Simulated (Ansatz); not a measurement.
FH4O3Si2 (`O[SiH]O[SiH](O)F`) radical. Charge 0, multiplicity 2. The geometry is a stationary point of PBE0-D4/def2-TZVP. It is one conformer, not always the lowest.

```xyz
10

O     2.430   -0.193    0.018
Si    1.423    0.603    1.043
O    -0.149    0.173    0.786
Si   -1.104   -0.393   -0.396
O    -2.478    0.453   -0.520
F    -0.253   -0.277   -1.746
H     2.254   -0.125   -0.923
H     1.804    0.149    2.410
H    -1.468   -1.799   -0.204
H    -2.458    1.409   -0.468
```

(1) What is the dipole moment at ωB97M-V/def2-TZVPP? (Estimate.)

(2) And with PBE, r2SCAN, B3LYP? (An estimate is asked.)

(3) Give the Mulliken charges with ωB97M-V, r2SCAN, PBE in def2-TZVPP. (Estimate.)

Answers

(1) Ansatz gave: 1.51 D, with components (-0.47, 1.41, -0.24) D in this frame, pointing from negative to positive charge.

(2) The calculation gave: PBE 1.34 D, r2SCAN 1.41 D, B3LYP 1.43 D.

(3) Computed: 
| atom | ωB97M-V | r2SCAN | PBE |
| --- | --- | --- | --- |
| O1 | -0.35 | -0.39 | -0.32 |
| Si2 | 0.37 | 0.45 | 0.34 |
| O3 | -0.35 | -0.39 | -0.28 |
| Si4 | 0.71 | 0.78 | 0.64 |
| O5 | -0.36 | -0.40 | -0.34 |
| F6 | -0.32 | -0.33 | -0.29 |
| H7 | 0.19 | 0.21 | 0.20 |
| H8 | -0.02 | -0.07 | -0.05 |
| H9 | -0.04 | -0.08 | -0.08 |
| H10 | 0.18 | 0.21 | 0.19 |

B3LYP here is the variant with VWN-RPA as its local correlation; programs differ in this.
